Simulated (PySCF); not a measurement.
Molecular orbitals of SeS

PBE0 at R = 2.030 Å; basis Se cc-pVTZ-PP with ECP10, S cc-pV(T+d)Z; scalar-relativistic core potentials; PySCF 2.14. State: ⁵Π (quintet), unpaired electrons σ ↑, π ↑↑↑, a second solution, started from another occupation. Only the outer orbitals are listed, counted within each symmetry, core potentials removing the inner ones.

| spin | orbital | occ. | ε (eV) | on Se (%) | main shells (%) |
| --- | --- | --- | --- | --- | --- |
| α | 7σ | 1 | -23.80 | 49 | 45 Se s, 45 S s |
| α | 8σ | 1 | -18.67 | 50 | 48 S s, 47 Se s |
| α | 4π | 1 | -11.47 | 43 | 56 S p, 41 Se p |
| α | 9σ | 1 | -11.41 | 46 | 48 S p, 39 Se p |
| α | 4π | 1 | -10.66 | 46 | 53 S p, 44 Se p |
| α | 5π | 1 | -7.96 | 58 | 57 Se p, 42 S p |
| α | 5π | 1 | -7.27 | 55 | 54 Se p, 44 S p |
| α | 10σ | 1 | -3.00 | 58 | 56 Se p, 42 S p |
| α | 11σ | 0 | 3.06 | 105 | 79 Se s, 22 Se p, 14 S d |
| α | 6π | 0 | 5.02 | 57 | 37 Se d, 33 S d, 19 Se p |
| α | 12σ | 0 | 5.31 | 77 | 43 Se p, 31 Se s, 13 S d |
| β | 7σ | 1 | -21.64 | 51 | 44 Se s, 42 S s |
| β | 8σ | 1 | -15.92 | 49 | 48 S s, 45 Se s |
| β | 9σ | 1 | -9.69 | 46 | 47 S p, 37 Se p |
| β | 4π | 1 | -8.77 | 45 | 53 S p, 42 Se p |
| β | 4π | 0 | -6.35 | 50 | 49 S p, 48 Se p |
| β | 5π | 0 | -3.55 | 56 | 55 Se p, 44 S p |
| β | 5π | 0 | -2.94 | 51 | 50 Se p, 48 S p |

Task: Which are the highest filled and the lowest empty level, where do they sit, and how wide is the gap?

Result: Highest filled α 10σ at -3.00 eV (in %: 56 Se p, 42 S p); lowest empty β 4π at -6.35 eV (in %: 49 S p, 48 Se p); the gap at PBE0 is -3.35 eV.

| Quantity | Value |
| --- | --- |
| bond order (Mayer) | 1.04 |
| ⟨S²⟩ | 6.007 |
| charge on Se (Mulliken, basis-dependent) | 0.06 |
| charge on Se (Löwdin, basis-dependent) | -0.04 |
| dipole moment (positive dipole means Se(−)S(+)) | -0.11 D |

Shares are Mulliken populations and can fall outside 0 to 100 %.

Spin–orbit coupling is left out. Counting both spins, an empty level lies below a filled one in this solution, because spin and occupation are held.
